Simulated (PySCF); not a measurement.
## One molecule, many inputs

Molecule: SMILES COc1coc(F)c1, C₅H₅FO₂; geometry GFN2-xTB.

Geometry:
```tsv
atom	x (Å)	y (Å)	z (Å)
C1	-2.114	0.396	-0.228
O2	-1.299	-0.674	-0.656
C3	0.034	-0.488	-0.543
C4	0.979	-1.408	-0.903
O5	2.224	-0.918	-0.665
C6	2.050	0.298	-0.161
F7	3.144	0.979	0.153
C8	0.743	0.648	-0.049
H9	-1.961	0.614	0.833
H10	-3.140	0.072	-0.388
H11	-1.922	1.301	-0.814
H12	0.901	-2.391	-1.316
H13	0.357	1.571	0.326
```

All runs: PySCF, non-relativistic, gas phase unless a solvent (IEF-PCM) is named; grid level 2, GIAOs and SCF threshold 1e-9 unless changed. The yardstick, PBE0/pcSseg-1, gives these isotropic shieldings σ (ppm, equivalent atoms averaged): C3 29.7, C4 67.5, C1 128.3, O5 76.1, F7 286.0, H12 24.89, H13 26.21.

(1) What do these inputs give? (1) WP04/pcSseg-1; damp 0.3; (2) CAM-B3LYP/pcSseg-1; (3) PBE0/6-311+G(2d,p)

(2) Comment on the technical settings.

Results:

(1) 
```tsv
run	outcome	functions	wall time	C3	C4	C1	O5	F7	H12	H13
1	converged	161	20 s	16.4	52.2	114.7	67.9	284.4	25.34	26.62
2	converged	161	64 s	23.1	61.8	125.9	76.5	291.5	24.93	26.26
3	converged	246	77 s	33.5	72.0	131.8	79.5	288.6	25.22	26.39
```

Times are on shared hosts with different chips, so compare them loosely.

(2) 
- Run 1: The functional differs from the yardstick's, which in itself moves the values. The damping changes the path of the SCF (18 cycles), not the solution, provided the same state is reached.
